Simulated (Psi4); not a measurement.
C2H5O (SMILES CC[O]), doublet, geometry from GFN2-xTB, with bond 5-2 at 1.6 times its length; CAM-B3LYP/STO-3G in Psi4.

Here is a job for Psi4.
```
memory 2 GB

molecule mol {
0 2
C     1.047024   -0.592239   -0.007778
C    -0.033474    0.487246   -0.001258
O    -1.283881    0.104237    0.011538
H     0.146305    1.197116    0.849888
H     0.228869    1.614237   -1.375454
H     2.036772   -0.143996   -0.018373
H     0.946215   -1.221511    0.873826
H     0.929965   -1.227162   -0.883301
}

set {
  basis sto-3g
  reference uks
  scf_type cd
}

energy('cam-b3lyp')
print_variables()
```

It wrote (shortened):

```
   => Loading Basis Set <=

    Name: STO-3G
    Role: ORBITAL
    Keyword: BASIS

Traceback (most recent call last):
  File "psi4", line 375, in <module>
  File "<string>", line 30, in <module>
  File "site-packages/psi4/driver/driver.py", line 533, in energy
  File "site-packages/psi4/driver/procrouting/proc.py", line 2760, in run_scf
  File "site-packages/psi4/driver/procrouting/proc.py", line 1939, in scf_helper
  File "site-packages/psi4/driver/procrouting/proc.py", line 1433, in scf_wavefunction_factory
  File "site-packages/psi4/driver/procrouting/proc.py", line 1397, in build_functional_and_disp
  File "site-packages/psi4/driver/procrouting/dft/superfunctionals.py", line 135, in build_superfunctional

psi4.driver.p4util.exceptions.ValidationError: SCF: SCF_TYPE (CD) not supported for range-separated functionals, plese use SCF_TYPE = 'DF' to automatically select the correct JK build.

Printing out the relevant lines from the Psithon --> Python processed input file:
    ""","mol")
    core.IO.set_default_namespace("mol")
    core.set_global_option("BASIS", "sto-3g")
    core.set_global_option("REFERENCE", "uks")
    core.set_global_option("SCF_TYPE", "cd")
--> energy('cam-b3lyp')
    print_variables()

!----------------------------------------------------------------------------------!
!                                                                                  !
!  SCF: SCF_TYPE (CD) not supported for range-separated functionals, plese use     !
!     SCF_TYPE = 'DF' to automatically select the correct JK build.                !
!                                                                                  !
!----------------------------------------------------------------------------------!
```

The program refused the input.
